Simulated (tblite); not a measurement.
Here is a computed GFN2-xTB geometry (Å):
```
atom  x, y, z in Å
F1     0.1113   -2.2792   -1.2111
Si2   -0.3818   -0.7343   -1.2135
Si3    1.4094    0.6383   -1.7224
C4     2.2900    1.1857   -0.1295
Si5    3.0969   -0.2305    0.8597
P6    -1.1391   -0.3705    0.8586
Si7   -2.7833   -1.8549    1.0580
Si8   -2.2405    1.5210    0.5160
H9    -1.4961   -0.8487   -2.1626
H10    0.9537    1.8285   -2.4646
H11    2.3690   -0.0381   -2.6065
H12    3.0403    1.9432   -0.3567
H13    1.5520    1.6676    0.5152
H14    3.6474    0.3147    2.1057
H15    4.1955   -0.7929    0.0688
H16    2.1073   -1.2639    1.1539
H17   -3.6966   -1.8257   -0.0891
H18   -3.5117   -1.4958    2.2743
H19   -2.1521   -3.1650    1.1734
H20   -1.2426    2.5289    0.1585
H21   -3.2335    1.4360   -0.5586
H22   -2.9059    1.8549    1.7719
```

Neutral, closed shell.

(1) Read off the bonds between heavy atoms and their formal orders.

(2) Give the structure as a SMILES string.

(3) Name the point group.

(4) Describe the place of each heavy atom.

(5) What is the arrangement about P6?

(6) What is the arrangement about Si5?

Answers

(1) F1–Si2 1.62 Å (single); Si2–Si3 2.31 Å (single); Si3–C4 1.90 Å (single); C4–Si5 1.91 Å (single); Si2–P6 2.24 Å (single); P6–Si7 2.22 Å (single); P6–Si8 2.22 Å (single). Bonds to hydrogen (Å): Si2–H9 1.47; Si3–H10 1.47; Si3–H11 1.47; C4–H12 1.09; C4–H13 1.09; Si5–H14 1.47; Si5–H15 1.47; Si5–H16 1.46; Si7–H17 1.47; Si7–H18 1.46; Si7–H19 1.46; Si8–H20 1.46; Si8–H21 1.47; Si8–H22 1.46.

(2) `F[Si@H]([SiH2]C[SiH3])P([SiH3])[SiH3]`, CH14FPSi5. Among its features: Si–H bond and C–Si bond.

(3) C1 (no symmetry element, even within 0.4 Å).

(4) F1: silicon-bound fluorine; Si2: fluorine-bound silicon; Si3: SiH2 silicon; C4: sp3 carbon bound to silicon; Si5: SiH3 silicon; P6: three-coordinate phosphorus; Si7/Si8: SiH3 silicon.

(5) It has 3 neighbours (Si2, Si7, Si8) and is pyramidal (angles 103.0°, 102.5° and 99.4°, sum 304.9°, 0.99 Å off the plane of its three neighbours).

(6) It has 4 neighbours (C4, H14, H15, H16) and is tetrahedral (angles from 108.6° to 110.2°).
